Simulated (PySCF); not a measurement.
A structure optimised at PBE0-D3(BJ)/def2-SVP, used in a PySCF frequency run:

```
C
C 1 1.3453
H 2 1.0935 1 121.29
H 2 1.0948 3 117.28 1 180.00
C 1 1.4228 2 122.78 3 180.00
C 5 1.2152 2 155.67 3 180.00
H 6 1.0742 2 162.86 3 180.00
Ge 1 1.9598 2 120.97 3 0.00
H 8 1.5379 1 109.64 2 120.10
H 8 1.5379 9 109.14 1 -120.11
H 8 1.5392 9 110.26 10 -121.26
```
Charge 0, spin multiplicity 1.

Problem. Write its SMILES, formula and point group.

Solution. C#C[C](=C)[GeH3], C₄H₆Ge, Cs

Problem. What are its rotational constants (standard atomic weights)?

Solution. 5.5325, 2.0014, 1.4973 GHz
